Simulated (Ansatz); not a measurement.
Consider the formal exchange of groups at a C–Sb bond: `[BH2][Sb]([CH3])[CH3]` + `[CH2]1[S][GaH]1` → `C[CH]1[S][GaH]1` + `[BH2][SbH][CH3]`.

Isolated molecules relaxed with PBE0-D4/def2-TZVP in Ansatz; ΔE leaves out vibrations. CCSD(T)/CBS is the MP2 limit (def2-TZVPP, def2-QZVPP) plus CCSD(T) − MP2 in def2-TZVPP, frozen cores. DFT in def2-TZVPP. B3LYP here is the variant with VWN-RPA as its local correlation; programs differ in this. Elements past krypton have def2 core potentials. For Ga, Sb outer-core shells are correlated without core-valence functions, which leaves a few kJ/mol of doubt a bond. Scalar relativity is left out up to krypton.

```tsv
level	ΔE (kJ/mol)	difference from CCSD(T)/CBS
B3LYP-D4	11.5	-4.6
ωB97X-V	11.7	-4.4
B2PLYP	13.3	-2.8
PBE	10.9	-5.2
r2SCAN	11.8	-4.3
PBE0	10.4	-5.7
B3LYP	11.9	-4.2
HF/def2-TZVPP	10.1	-6.0
MP2/def2-TZVPP	15.8	-0.3
SCS-MP2/def2-TZVPP	14.6	-1.5
CCSD/def2-TZVPP	13.2	-2.9
MP2/def2-QZVPP	17.4	1.3
SCS-MP2/def2-QZVPP	16.1	0.0
HF/CBS(def2)	10.8	-5.3
MP2/CBS(def2)	18.2	2.1
CCSD/CBS(def2)	15.6	-0.5
CCSD(T)/CBS	16.1	0
```

Largest T1 diagnostic among the species: 0.015.

In def2-TZVPP, CCSD(T) changes the Hartree–Fock value by +3.5 kJ/mol (the triples alone add +0.5 kJ/mol) and MP2 by +5.7 kJ/mol.
